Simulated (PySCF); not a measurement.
H3Sb, SMILES [SbH3+], charge +1, multiplicity 2. Coordinates come from a PBE0-D3(BJ)/def2-TZVPD optimisation. The def2 effective core potentials stand for the cores of Sb; spin–orbit coupling is left out.

Method: PBE0-D3(BJ)/def2-TZVPD in PySCF.

Harmonic wavenumbers (cm⁻¹): 659, 753, 753, 2043, 2102, 2102. Rotational constants (GHz): 108.4, 108.4, 66.18; symmetry number 3.

**Question.** Work out the zero-point energy and the ideal-gas rigid-rotor harmonic-oscillator thermochemistry at 298.15 K and 1 atm.

**Answer.** ZPE = ½ Σ hcν = ½ × 8411 cm⁻¹ = 12.02 kcal/mol. H − E(el) = 14.59 kcal/mol. Entropy in cal/(mol K): translation 40.38, rotation 14.49, vibration 0.86, spin 1.38, total 57.11. G − E(el) = -2.43 kcal/mol. Cp = 10.35 cal/(mol K).
